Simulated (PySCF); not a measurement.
# How methods differ on the excitation energy of Cd⁺

Cd⁺ [Kr] 4d10 5s1 (2S) → Cd⁺ [Kr] 4d9 5s1 5p1 (high-spin determinant), as a difference of total energies. All numbers are calculated (PySCF 2.14, scalar relativity through the core potential, in aug-cc-pwCVDZ-PP with ECP28MDF (6s6p5d3f, 70 functions)). Correlated levels: valence and next inner shell: nothing frozen outside the core potential. The calculations carry no spin-orbit coupling.

| method | excitation energy (cm⁻¹) |
| --- | --- |
| UHF | 99023 |
| MP2 (valence and next inner shell) | 110710 |
| SCS-MP2 (valence and next inner shell) | 109860 |
| CCSD (valence and next inner shell) | 107330 |
| CCSD(T) (valence and next inner shell) | 107790 |

The determinant of the upper state mixes LS terms, which raises its energy above the lowest term, most at the Hartree-Fock and MP2 levels.
